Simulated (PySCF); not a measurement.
BOI: from structure and modes to constants

All numbers come from PBE0/[B def2-TZVP, O def2-TZVP, I def2-TZVP with ECP28], scalar-relativistic core potentials, density fitting, no spin–orbit coupling, PySCF.

The singlet minimum has C∞v symmetry. Masses (u): B 11.00930, O 15.99492, I 126.90447.

```xyz
3
charge 0 multiplicity 1, angstrom
B     0.0000    0.0000   -1.5598
O     0.0000    0.0000   -2.7626
I     0.0000    0.0000    0.4835
```

Harmonic wavenumbers (cm⁻¹): 350.8 (π, ×2), 468.5 (σ+, ×1), 1987.8 (σ+, ×1).

(1) Find the principal moments of inertia and the rotational constants. What kind of rotor is it?

(2) Find the vibrational entropy and heat capacity at 298.15 K.

(3) Give the standard entropy (298.15 K, 1 bar) by its translational, rotational, vibrational and spin parts, and Cp.

## Answers

(1) About the centre of mass I = 178.53 u Å². With B = 16.8576/I this gives 0.09443 cm⁻¹. The molecule is linear.

(2) With u = 1.43878 ω/T, each mode gives S = R[u/(eᵘ−1) − ln(1−e⁻ᵘ)] and C = R u² eᵘ/(eᵘ−1)².
```json
{"ω (cm⁻¹)": "350.8 (×2)", "u": "1.693", "S (J/(mol K))": "4.86", "C (J/(mol K))": "6.58"}
{"ω (cm⁻¹)": "468.5", "u": "2.261", "S (J/(mol K))": "3.10", "C (J/(mol K))": "5.52"}
{"ω (cm⁻¹)": "1987.8", "u": "9.592", "S (J/(mol K))": "0.01", "C (J/(mol K))": "0.05"}
```
The sums over all modes are S = 12.8 and C = 18.7 J/(mol K); the softest mode gives 38 % of the entropy (each member, where degenerate).

(3) Sackur–Tetrode with M = 153.91 u gives 171.7; rotation with symmetry number 1 gives 72.3; vibration 12.8; spin R ln 1 = 0.0. The total is 256.8 J/(mol K), and Cp = 7/2 R + 18.7 = 47.8 J/(mol K).

Only a few start shapes were tried, so a lower isomer may exist.
